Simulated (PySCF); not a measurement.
CH₅GaO. Atoms are numbered in the order given.

```xyz
8

Ga    -0.3325     0.0648     0.0000
H     -1.8640     0.4199     0.0000
C      0.5253    -1.6892     0.0000
H      0.2261    -2.2692     0.8870
H      1.6188    -1.5776     0.0000
H      0.2261    -2.2692    -0.8870
O      0.8174     1.4390     0.0000
H      0.4090     2.3100     0.0000
```

Coordinates come from a PBE0-D3(BJ)/def2-SVP optimisation. The values are those of a single conformer.

Computed with r2SCAN/def2-TZVPD in PySCF.

Isolated molecule, no solvent.

```
Quantity                                                                                                       Result
---------------------------------------------------------------------------------------------  ----------------------
total energy                                                                                      -2041.19605 hartree
point group                                                                                                        Cs
highest occupied level                                                                                       -7.14 eV
lowest empty level                                                                                           -1.23 eV
orbital gap                                                                                                   5.91 eV
dipole moment                                                                                                  1.16 D
quadrupole, principal values (traceless, Buckingham form, about the centre of nuclear charge)   -6.71, 2.82, 3.88 D·Å
mean static polarisability                                                                       48.2 bohr³ (7.14 Å³)
polarisability, principal values                                                               38.7, 49.0, 56.8 bohr³
```
